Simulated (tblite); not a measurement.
Br2Ge, triplet, at a GFN2-xTB geometry (the spin is typed, not shown lowest); GFN1-xTB (tblite).

Input for tblite:
```
$ tblite run mol.xyz --method gfn1 --charge 0 --spin 2 --grad --json tblite.json --no-restart

# file mol.xyz
3

Ge     0.01662620     0.00626078     1.00353305
Br     1.08727208    -1.65040649    -0.46661885
Br    -1.10247318     1.64468236    -0.45089707
```

### Question
Predict the main parts of the log of this tblite run.

### Answer

```
xTB calculator
 | screened Coulomb repulsion
 | Coulomb electrostatics
 |  * isotropic Klopman-Ohno-Mataga-Nishimoto electrostatics
 |  * onsite third-order electrostatics
 | DFT-D3(BJ) dispersion correction

halogen bonding energy    0.0000000000000E+00 Eh
repulsion energy          5.7381243523358E-03 Eh
dispersion energy        -1.2241048105962E-03 Eh
number of electrons       1.8000000000000E+01 e
integral cutoff           4.0000000000000E+01 bohr

------------------------------------------------------------
  cycle        total energy    energy error   density error
------------------------------------------------------------
      1     -9.227177646953  -9.2316917E+00   3.3684515E-01
      2     -8.764972182782   4.6220546E-01   6.1357065E-01
      3     -9.392264117667  -6.2729193E-01   1.2893486E-01
      4     -9.401814771512  -9.5506538E-03   3.9469695E-02
      5     -9.405370237402  -3.5554659E-03   4.3680793E-03
      6     -9.405376850516  -6.6131134E-06   3.1704174E-03
      7     -9.405393583149  -1.6732633E-05   7.1376589E-04
      8     -9.405393899720  -3.1657075E-07   2.6162663E-04
      9     -9.405393951667  -5.1947131E-08   7.5689216E-06
------------------------------------------------------------

electronic energy        -9.4099079712086E+00 Eh
total energy             -9.4053939516669E+00 Eh

Post processing:
 | Mayer-Wiberg bond orders

[Info] Tight-binding results written to 'tblite.txt'
[Info] JSON dump of results written to 'tblite.json'
```
